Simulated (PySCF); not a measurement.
Compound: C6H9NSi.
Numbering: `[CH:1]#[C:2][SiH2:3]/[N:4]=[CH:5]/[CH:6]=[CH:7]/[CH3:8]` (hydrogens: H9 on C1; H10, H11 on Si3; H12 on C5; H13 on C6; H14 on C7; H15, H16, H17 on C8)

Structure used (GFN2-xTB), in Å, numbered top down from 1:
```xyz
17
C6H9NSi angstrom
C     -3.6788    2.0098   -0.2265
C     -3.2304    0.8989   -0.1365
Si    -2.5747   -0.8279    0.0037
N     -0.8741   -0.6214   -0.0355
C      0.0588   -1.0508   -0.7644
C      1.4465   -0.6950   -0.5422
C      1.8314    0.1386    0.4269
C      3.2336    0.5395    0.7013
H     -4.0663    2.9855   -0.3037
H     -2.8385   -1.3841    1.3328
H     -3.2049   -1.6334   -1.0559
H     -0.1155   -1.7258   -1.6150
H      2.1729   -1.1401   -1.2095
H      1.0684    0.5626    1.0663
H      3.3366    1.6197    0.6000
H      3.9279    0.0516    0.0214
H      3.5002    0.2843    1.7268
```

The calculation used PySCF, TDDFT PBE0/def2-SVPD, vertical, gas phase, core orbitals frozen in the response.

Transition dipole moments from the ground state, in atomic units and in the frame of the coordinates above (overall signs are arbitrary), for the states with f of 0.002 or more among the lowest 5:

```csv
state,E (eV),μx,μy,μz
S2,5.106,1.911,0.367,0.383
S3,5.496,0.181,-0.009,0.118
S4,5.668,0.173,0.265,0.088
S5,5.749,0.518,-0.077,-0.070
```

**Question.** What oscillator strength does each state have?

**Answer.** f = (2/3) ΔE |μ|² with ΔE in hartree (27.2114 eV).

```
state  |μ|² (au)  |μ| (D)      f
   S2      3.934     5.04  0.492
   S3      0.047     0.55  0.006
   S4      0.108     0.84  0.015
   S5      0.279     1.34  0.039
```

**Question.** Which bond between heavy atoms lies closest to the direction of the S2 transition dipole?

**Answer.** C5–C6 and C7–C8, at 4° from it; next Si3–N4 at 13°.

**Question.** What angle do the transition dipoles of S2 and S4 make?

**Answer.** |cos θ| = |μa·μb| / (|μa| |μb|) = 0.71, so θ ≈ 45° (taken between 0 and 90°, since the signs are arbitrary).

**Question.** How is the summed strength of these states shared among x, y and z?

**Answer.** (2/3) Σ ΔE μα² gives 0.503 for x, 0.027 for y and 0.022 for z, 0.553 in all.

**Question.** What peak molar absorption coefficient would the strongest computed level give as a lone Gaussian band 0.3 eV wide at half height?

**Answer.** ε(max) = 2.175×10⁸ f / FWHM, with the width in cm⁻¹. S2: 2.175×10⁸ × 0.4922 / 2420 ≈ 44000 L mol⁻¹ cm⁻¹.

On an Arm Neoverse N1 with one thread, no GPU, shared host, this took 82 s and 0.92 GiB of memory at its peak.

One conformer stands for the species.
